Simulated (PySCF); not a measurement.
Gas-phase reaction: 4 AlH₃ + CH₂FCF₃ + C₄H₁₀ (isobutane) + 2 C = 4 Al(CH₃)₂F

Energies from PySCF, thermal terms from the rigid-rotor harmonic-oscillator model, ideal gas at 1 bar. † marks an energy on the PBE0/def2-TZVP geometry and frequencies; other levels use their own. MP2 freezes the core. Open shells (unrestricted): C (multiplicity 3); the rest are closed-shell singlets. Spin-orbit splitting is ignored; it lowers the true energy and changes the entropy of C. B3LYP is the form with VWN-RPA correlation. AlH₃, Al(CH₃)₂F: computed as isolated molecules; such fragments, hydroxides, amides, oligomers or adducts are transient or little studied in the gas. MP2 isn't extrapolated to the basis-set limit.

```
level              ΔH°(298 K), kJ
-----------------  --------------
B3LYP/def2-TZVP†                …
M06-2X/def2-TZVP†           -2781
MP2/def2-SVP†               -2646
PBE0/def2-SVP†              -2669
PBE0/def2-TZVP                  …
```

Task: Complete the blanks.

Result: 
- B3LYP/def2-TZVP†, ΔH°(298 K), kJ: -2674
- PBE0/def2-TZVP, ΔH°(298 K), kJ: -2729
